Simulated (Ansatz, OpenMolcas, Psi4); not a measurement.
# Errors in the dipole moment

8 molecules; the dipole moment in D, computed less measured. Shapes, held fixed at every level: PBE0-D4/def2-TZVP. No vibrational averaging. Dipoles are compared by magnitude; molecules under 1 D, whose direction can flip, are left out. Programs: Ansatz 0.2.0, OpenMolcas 26.06, Psi4 1.11. A level may come from different programs for different species; with the same settings they agree closely. Measured values: NIST CCCBDB.

Levels: A = HF/3-21G; B = HF/aug-cc-pVDZ; C = revPBE/aug-cc-pVDZ; D = B3LYP/6-31G* (spherical functions); E = PBE0/aug-cc-pVDZ.

```json
{"molecule": "C2H2O (ethenone)", "measured": "1.42", "A": "+0.31", "B": "+0.35", "C": "-0.07", "D": "-0.02", "E": "+0.07"}
{"molecule": "CH2Cl2 (SMILES ClCCl)", "measured": "1.60", "A": "+0.65", "B": "+0.25", "C": "0.00", "D": "+0.21", "E": "+0.08"}
{"molecule": "CHBrF2 (bromodifluoromethane)", "measured": "1.50", "A": "+0.39", "B": "+0.08", "C": "-0.20", "D": "-0.11", "E": "-0.12"}
{"molecule": "C2H2F2 (SMILES C=C(F)F)", "measured": "1.38", "A": "+0.26", "B": "+0.12", "C": "-0.32", "D": "-0.43", "E": "-0.14"}
{"molecule": "C2H3Br (SMILES C=CBr)", "measured": "1.42", "A": "+0.20", "B": "+0.33", "C": "-0.05", "D": "+0.12", "E": "+0.07"}
{"molecule": "C2H3FO (acetyl fluoride)", "measured": "2.96", "A": "+0.30", "B": "+0.34", "C": "-0.12", "D": "-0.19", "E": "+0.03"}
{"molecule": "CH5N (methylamine)", "measured": "1.31", "A": "+0.39", "B": "+0.07", "C": "-0.06", "D": "+0.10", "E": "-0.01"}
{"molecule": "C2H5N (SMILES C=NC)", "measured": "1.53", "A": "+0.31", "B": "+0.21", "C": "-0.13", "D": "-0.13", "E": "-0.01"}
```

Task: Sum up the errors.

Result: 
```csv
level,kind,mean error,mean absolute error,worst case
HF/3-21G,Hartree–Fock,+0.351,0.351,CH2Cl2
HF/aug-cc-pVDZ,Hartree–Fock,+0.219,0.219,C2H2O
revPBE/aug-cc-pVDZ,GGA,-0.119,0.119,C2H2F2
B3LYP/6-31G* (spherical functions),global hybrid,-0.056,0.164,C2H2F2
PBE0/aug-cc-pVDZ,global hybrid,-0.004,0.066,C2H2F2
```

On this set PBE0/aug-cc-pVDZ has the smallest mean absolute error and HF/3-21G the largest. HF/3-21G is too high in 8 of 8; HF/aug-cc-pVDZ is too high in 8 of 8; revPBE/aug-cc-pVDZ is too low in 7 of 8. Relativity is left out for Br. The set is small.
